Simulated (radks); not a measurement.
The numbers below are computed, except where a source is named.
The iridium anion Ir- inside a hard spherical wall (all orbitals vanish at R), configuration held at [Xe] 4f14 5d8 6s2 and not refilled when levels cross. Code: a radial shooting solver on a logarithmic mesh with Libxc functionals. Model: scalar-relativistic Kohn-Sham, PBEsol, spin-polarised, spherical densities, finite nucleus; open shells are filled with parallel spins first (spin-orbit coupling, left out, can overturn this in heavy ions); Fermi nuclear charge, rms radius 5.4032 fm. Eigenvalues in eV for spin up, with the zero of energy where the potential of the charges vanishes at infinity; a dash marks a level that is unbound or too diffuse for the functional's potential to be trusted. A positive occupied level is held by the wall or, in an anion where self-interaction has pushed it up, behind a barrier. The pressure on the wall is -dE/dV.

| R (bohr) | E (hartree) | kinetic (hartree) | e(4f) | e(5p) | e(6s) | e(5d) | e(6p, empty) | e(7s, empty) | pressure (GPa) |
|---|---|---|---|---|---|---|---|---|---|
| 12 | -17819.1842 | 19800.038 | -53.216 | -46.261 | 0.133 | 0.589 | 3.626 | 4.336 | 0.00753 |
| 10 | -17819.1821 | 19800.051 | -53.060 | -46.102 | 0.264 | 0.741 | 4.135 | 5.816 | 0.0467 |
| 8 | -17819.1720 | 19800.109 | -52.582 | -45.621 | 0.668 | 1.192 | 5.122 | 8.991 | 0.387 |
| 5 | -17818.9659 | 19801.061 | -48.356 | -41.543 | 4.556 | 4.873 | 11.565 | 28.628 | 22.7 |
| 4 | -17818.4664 | 19803.082 | -42.531 | -36.236 | 10.795 | 9.770 | 20.618 | 53.369 | 135 |
| 3.5 | -17817.7791 | 19805.692 | -36.841 | -31.287 | 17.887 | 14.639 | 30.470 | 78.252 | 378 |
| 3 | -17816.2215 | 19811.431 | -27.331 | -23.357 | 31.844 | 23.125 | 49.153 | 122.17 | 1220 |
| 2.5 | -17812.2157 | 19825.957 | -10.155 | -9.349 | 62.697 | 39.630 | 88.275 | 207.01 | 4830 |
| 1.5 | -17751.2927 | 20026.420 | 105.33 | 109.55 | 380.80 | 187.89 | 445.88 | 883.66 | 200000 |
